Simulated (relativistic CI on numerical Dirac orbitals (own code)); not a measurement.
**How well does a small relativistic CI reproduce Fe4+?**

Calculated at this level of theory: Dirac-Coulomb-Breit CI, orbitals from a KLI potential per configuration, QED by a radiative potential, valence Slater integrals scaled by 0.85, configuration energies shifted to the measured levels that pair with them (semi-empirical) (own radial code, finite nucleus).

CI space (outside the closed core [Ne]): 3s2 3p6 3d4, 3s2 3p6 3d3 4s, 3s2 3p6 3d3 4p, 3s2 3p5 3d5, 3s2 3p6 3d3 4d, 3s2 3p6 3d3 5s, 3s2 3p6 3d3 5p, 3s2 3p6 3d2 4s2, 3s2 3p6 3d3 4f, 3s2 3p4 3d6, 3s2 3p6 3d3 5d, 3s 3p6 3d5, 3s2 3p6 3d2 4s 4p, 3s2 3p6 3d3 5f, 3s2 3p6 3d3 5g, 3s2 3p6 3d2 4p2, 3s2 3p6 3d2 4s 4d, 3s2 3p5 3d4 4s, 3s2 3p6 3d2 4p 4d. Levels of other configurations are missing.

```
 Configuration  Term (tabulated)  J  Measured (cm⁻¹)  Computed  Error  Purity (%)
   3s2 3p6 3d4                5D  0              0.0         0      0          99
   3s2 3p6 3d4                5D  1            142.1       141     -1          99
   3s2 3p6 3d4                5D  2            417.3       408     -9          99
   3s2 3p6 3d4                5D  3            803.1       783    -20          99
   3s2 3p6 3d4                5D  4           1282.8      1245    -38          99
   3s2 3p6 3d4               3P2  0          24055.4     21274  -2782          97
   3s2 3p6 3d4                3H  4          24932.5     24569   -364          87
   3s2 3p6 3d4               3P2  1          24972.9     22174  -2799          98
   3s2 3p6 3d4                3H  5          25225.9     24903   -323          97
   3s2 3p6 3d4                3H  6          25528.5     25206   -323          99
   3s2 3p6 3d4               3P2  2          26468.3     23628  -2840          98
   3s2 3p6 3d4               3F2  2          26760.7     24897  -1864          99
   3s2 3p6 3d4               3F2  3          26842.3     25017  -1825          96
   3s2 3p6 3d4               3F2  4          26974.0     25203  -1771          87
   3s2 3p6 3d4                3G  3          29817.1     28738  -1079          96
   3s2 3p6 3d4                3G  4          30147.0     29062  -1085          95
   3s2 3p6 3d4                3G  5          30430.1     29370  -1061          97
   3s2 3p6 3d4               1G2  4          36586.3     34390  -2196          97
   3s2 3p6 3d4                3D  3          36630.1     34601  -2029          99
   3s2 3p6 3d4                3D  2          36758.5     34713  -2046          98
   3s2 3p6 3d4                3D  1          36925.4     34886  -2039          99
   3s2 3p6 3d4                1I  6          37511.7     37106   -405          99
   3s2 3p6 3d4               1S2  0          39633.4     35961  -3672          97
   3s2 3p6 3d4               1D2  2          46291.2     42672  -3619          98
   3s2 3p6 3d4                1F  3          52732.7     49856  -2877          98
   3s2 3p6 3d4               3P1  2          61854.4     57655  -4200          99
   3s2 3p6 3d4               3F1  4          62238.1     58316  -3923          99
   3s2 3p6 3d4               3F1  2          62321.1     58426  -3895          99
   3s2 3p6 3d4               3F1  3          62364.4     58459  -3905          98
   3s2 3p6 3d4               3P1  1          62914.2     58690  -4225          99
   3s2 3p6 3d4               3P1  0          63420.0     59183  -4237          99
   3s2 3p6 3d4               1G1  4          71280.3     67199  -4081          99
   3s2 3p6 3d4               1D1  2          93832.3     87897  -5935          98
   3s2 3p6 3d4               1S1  0         121130.2    111676  -9454          98
3s2 3p6 3d3 4s                5F  1         186433.6    186445     12         100
3s2 3p6 3d3 4s                5F  2         186725.5    186726      0         100
3s2 3p6 3d3 4s                5F  3         187157.5    187141    -17         100
3s2 3p6 3d3 4s                5F  4         187719.0    187681    -38         100
3s2 3p6 3d3 4s                5F  5         188395.3    188334    -61         100
3s2 3p6 3d3 4s                3F  2         195196.3    194685   -511          99
3s2 3p6 3d3 4s                3F  3         195933.0    195394   -539          99
3s2 3p6 3d3 4s                3F  4         196838.6    196267   -572          99
3s2 3p6 3d3 4s                5P  1         204729.9    205716    987          99
3s2 3p6 3d3 4s                5P  2         204975.4    205949    974          98
3s2 3p6 3d3 4s                5P  3         205536.4    206500    963         100
3s2 3p6 3d3 4s                3G  3         208838.2    208303   -535         100
3s2 3p6 3d3 4s                3G  4         209110.1    208554   -556          98
3s2 3p6 3d3 4s                3G  5         209523.9    208942   -582          98
3s2 3p6 3d3 4s                3P  0         212542.1    213198    656         100
3s2 3p6 3d3 4s                3P  1         212818.1    213495    677          93
3s2 3p6 3d3 4s                1G  4         213534.1    212565   -970          87
3s2 3p6 3d3 4s                3P  2         213649.2    214242    593          98
3s2 3p6 3d3 4s                3P  2         214525.8    214911    385          82
3s2 3p6 3d3 4s                3P  1         214611.4    214826    214          93
3s2 3p6 3d3 4s                3D  1         215782.6    216606    823          80
3s2 3p6 3d3 4s                3D  3         216538.1    217567   1028         100
3s2 3p6 3d3 4s                3D  2         216592.7    217460    867          84
3s2 3p6 3d3 4s                3H  4         216779.1    214843  -1936          87
3s2 3p6 3d3 4s                3H  5         216860.4    214834  -2026          98
3s2 3p6 3d3 4s                3H  6         217122.5    215070  -2052         100
3s2 3p6 3d3 4s                1P  1         219486.9    219495      8          84
```

Measured levels from Corliss and Sugar, J. Phys. Chem. Ref. Data 11, 135 (1982); pairs were made by configuration, J and term (by order where the table uses no LS term), so strongly mixed levels may be paired wrongly.

Mean error by configuration (cm⁻¹): 3s2 3p6 3d4 -2452; 3s2 3p6 3d3 4s -82. Over the excited levels the mean absolute error is 1658 cm⁻¹ (60 of the 60 excited levels that our extract of the source holds in range could be paired), and the median relative error of those above 1,000 cm⁻¹ is 1.3 %, both after the shifts were fitted to these levels, so that a configuration with one level shows no error.

Configurations whose levels could be paired with our table of measured levels were shifted onto them, all but the ground configuration, by the median error of their levels; single terms can still be off by 1,000 to 2,000 cm⁻¹ or more, and rates follow the energies as ν³ (E1, M1) or ν⁵ (E2). The others borrow a shift and can be off by several thousand cm⁻¹ or more. 60 of the 60 excited levels that our extract of the measured tables holds in this range could be paired (the sources list more); they are missed by 1658 cm⁻¹ on average and 9454 at most, after the shifts were fitted to these levels, and levels without a partner can miss by more.

Shifts applied (cm⁻¹): 3s2 3p6 3d4 0; 3s2 3p6 3d3 4s -11421.
